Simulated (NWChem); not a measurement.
ZnGeH₄O; SMILES [OH][Zn][GeH3]

Computed with NWChem. Each level has its own optimisation; frequencies are unscaled. One conformer.

```
level                r O–Zn (Å)  r Ge–Zn (Å)  r H–O (Å)  r Ge–H (Å)  highest harmonic frequency (cm⁻¹)  lowest (cm⁻¹)  zero-point energy (kcal/mol)  dipole (D)
-------------------  ----------  -----------  ---------  ----------  ---------------------------------  -------------  ----------------------------  ----------
Hartree-Fock/STO-3G       1.638        2.511      0.976       1.427                               4335             30                          27.3        1.93
Hartree-Fock/3-21G        1.697        2.452      0.949       1.546                               4103              3                          22.0        1.58
PBE0/def2-SVP             1.779        2.373      0.962       1.543                               3925             20                          22.3        1.46
```
